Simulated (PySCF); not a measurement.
Al(OH)3 (AlH₃O₃), SMILES [OH][Al]([OH])[OH].

Coordinates come from a B3LYP-D3(BJ)/def2-SVP optimisation. The isomer is the one that the SMILES or the coordinates give; other isomers of the formula were not compared. Other conformers were not sampled.

All values below come from PBE/def2-TZVPD (PySCF).

Symmetry labels are those of the subgroup Cs that the program uses (full group C3h).

Computed valence orbital energies around the gap with their symmetry:
```tsv
orbital	symmetry	energy (eV)
HOMO−7	A'	-12.01
HOMO−6	A'	-12.01
HOMO−5	A'	-8.10
HOMO−4	A"	-8.10
HOMO−3	A'	-8.05
HOMO−2	A'	-8.05
HOMO−1	A"	-7.41
HOMO	A"	-7.41
LUMO	A'	-1.69
LUMO+1	A'	0.05
LUMO+2	A'	0.05
LUMO+3	A"	0.11
```
